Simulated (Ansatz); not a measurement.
`C=C(S)[SiH2]Cl` + HCl → `C=C(S)Cl` + `[SiH3]Cl`  (substitution at a C–Si bond)

Gas-phase electronic energies from Ansatz, PBE0-D4/def2-TZVP geometries. CCSD(T)/CBS adds triple-zeta CCSD(T) − MP2 to the extrapolated MP2 energy (def2 sets, frozen cores). This one scheme is used for every species. DFT in def2-TZVPP. B3LYP here is the variant with VWN-RPA as its local correlation; programs differ in this. Each species was taken in one conformer, which may not be the lowest.

`C=C(S)[SiH2]Cl`:

Z-matrix (Å, degrees):
```
Si
Cl 1 2.054
C 1 1.865 2 110.5
H 1 1.481 2 107.0 3 121.0
H 1 1.480 2 109.0 3 -118.4
S 3 1.749 1 116.2 2 57.9
C 3 1.335 1 118.3 2 -124.2
H 6 1.345 3 97.5 1 175.1
H 7 1.084 3 120.7 1 2.8
H 7 1.087 3 122.7 1 -177.2
```

HCl:

Z-matrix (Å, degrees):
```
Cl
H 1 1.279
```

`C=C(S)Cl`:

```xyz
7

C    -1.151    0.034    0.049
C     0.148   -0.146   -0.147
S     1.327    0.047    1.134
Cl    0.750   -0.702   -1.671
H    -1.506    0.425    0.994
H    -1.872   -0.210   -0.720
H     2.304    0.552    0.362
```

`[SiH3]Cl`:

Z-matrix (Å, degrees):
```
Si
Cl 1 2.054
H 1 1.481 2 108.5
H 1 1.481 2 108.5 3 -120.0
H 1 1.481 2 108.5 3 120.0
```

```
          level  ΔE (eV)
         PBE-D4     0.65
        PBE0-D4     0.69
       B3LYP-D4     0.69
         r2SCAN     0.65
           PBE0     0.64
CCSD/def2-TZVPP     0.72
  HF/def2-QZVPP     0.64
   HF/CBS(def2)     0.64
```

What does CCSD(T)/CBS give? (Estimate.)

Computed: +0.72 eV. The listed levels differ from it by -0.07, -0.03, -0.03, -0.07, -0.08, 0.00, -0.08, -0.08 eV.

Largest T1 diagnostic among the species: 0.011.

The D4 term adds +0.09 eV with B3LYP and +0.05 eV with PBE0; it sums over pairs of atoms, weighted by their polarisabilities, and B3LYP, whose exchange is more repulsive, gets the larger term. From PBE to PBE0 (25 % exact exchange), in def2-TZVPP and without D4, ΔE moves by +0.04 eV. In def2-TZVPP, CCSD(T) changes the Hartree–Fock value by +0.08 eV (the triples alone add +0.00 eV) and MP2 by +0.09 eV.
